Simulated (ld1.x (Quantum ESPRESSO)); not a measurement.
# Transferability test, TM potential for Co (Z = 27)

```
Element                 : cobalt
Generator               : ld1.x (Quantum ESPRESSO) 7.5
Type                    : norm-conserving Troullier–Martins (Kleinman–Bylander form)
Functional              : PBEsol
Relativity              : scalar-relativistic
Frozen core             : [Ne]
Valence charge          : 17
Reference configuration : 3s2 3p6 3d7 4s1.5 4p0 (charge +0.5)
Partial waves           : 3s (bound): rc 0.90 bohr; 3p (bound): rc 1.15 bohr; 3d (bound): rc 1.45 bohr
Local potential         : the d channel
Core correction         : none
```

Occupied shells without a wave of their own: 4s. They enter only through the test configuration that unscreens the potential.

Energies are relative to the spin-unpolarised reference configuration 3s2 3p6 3d7 4s1.5 4p0; without spin polarisation the order of configurations can differ from experiment.

(1) Give the all-electron excitation energy and the error of the potential for: 3s2 3p6 3d7 4s2 4p0; 3s2 3p6 3d7 4s1 4p0; 3s2 3p6 3d7 4s0 4p0; 3s2 3p6 3d5 4s0 4p0; 3s2 3p6 3d7 4s1 4p1; 3s2 3p6 3d7 4s0 4p2; 3s1 3p6 3d7 4s2 4p0.

Levels in the configuration 3s2 3p6 3d7 4s1 4p0:

| level | all-electron (eV) | pseudo (eV) |
| --- | --- | --- |
| 3s | -110.963 | -110.934 |
| 3p | -74.350 | -74.319 |
| 3d | -16.988 | -16.959 |
| 4s | -12.758 | -12.504 |

## Answers

(1)

| valence configuration | charge | ΔE all-electron (eV) | error AE − PS (meV) |
| --- | --- | --- | --- |
| 3s2 3p6 3d7 4s2 4p0 | 0 | -3.613 | -91 |
| 3s2 3p6 3d7 4s1 4p0 | +1 | 5.433 | +115 |
| 3s2 3p6 3d7 4s0 4p0 | +2 | 22.130 | +408 |
| 3s2 3p6 3d5 4s0 4p0 | +4 | 113.281 | +406 |
| 3s2 3p6 3d7 4s1 4p1 | 0 | 0.770 | -41 |
| 3s2 3p6 3d7 4s0 4p2 | 0 | 5.403 | -18 |
| 3s1 3p6 3d7 4s2 4p0 | +1 | 106.628 | -227 |

ld1.x printed “convergence not achieved” for 3 of the counted tests; their residual had stalled under 1e-8, short of the target of 1e-14. The 4s level has no wave, so the channel is fitted at the deeper level alone: the likely source of the large errors.
